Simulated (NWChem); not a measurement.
# C3H3Cl; SMILES C(=CCl)=C

Program: NWChem. Coordinates come from a PBE0/def2-SVP optimisation.

**Question.** Predict the results for PBE/def2-TZVP. Quantities: highest occupied level (eV); orbital gap (eV); dipole (D).

**Answer.** 
```yaml
highest occupied level (eV): -6.17
orbital gap (eV): 4.37
dipole (D): 1.55
```
